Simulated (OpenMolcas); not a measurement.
An OpenMolcas run meant for Sb IV (ANO-RCC-VQZP, DKH2; inactive shells 1s 2s 2p 3s 3p 3d 4s 4p 4d; intended active space 2 electrons in 8 orbitals (5s 5p 6s 6p)). One step of its input:

```
&CASPT2
Multistate=3 1 2 3
Frozen=9 9
IPEA=0.25
Imaginary=0.1
MaxIter=60
WThr=0.0 0.3 0.05
PrWF=0.5
NoMix
Deleted=22 18
```

The run finished. Its levels beside those of a sound run (MS-CASPT2, IPEA 0.25 Eh, imaginary shift 0.1 Eh (closed shells correlated: 4d)), in cm-1 above each run's lowest level:

```tsv
Level	This run	Usual run
5s2 1S0	0.0	0.0
5s 5p 3P* 0	62351	64896
5s 5p 3P* 1	64336	66821
5s 5p 3P* 2	69055	71601
5s 5p 1P* 1	98188	94135
5p2 3P0	151994	153346
5p2 3P1	154744	156148
```

**Question.** Which setting is unsound, and how much does it matter here?

**Answer.** Nearly half of the orbitals are deleted from the virtual space, which removes much of the correlation energy. Against the sound run the excited levels shown move by 2400 cm-1 on average and by 4100 cm-1 at most.

CASPT2 does not keep the components of a term degenerate, so their means are used; among the terms shown or strongly mixed into the levels shown the widest spread is 770 cm-1 (5s 5p 1P*, this run). Over all roots computed the reference weight is 0.87 to 0.94 in the sound run, 0.91 to 0.98 in this run; the roots of lowest weight are the least certain, and an intruder state may touch them. Active for correlation alone: 6p 6s; no level in the range computed is led by a configuration that fills them, so any true level of that kind is missing. The ¹D term of p² mixes with s d, which this space lacks. Levels of configurations outside the active space are missing.

* marks odd parity.
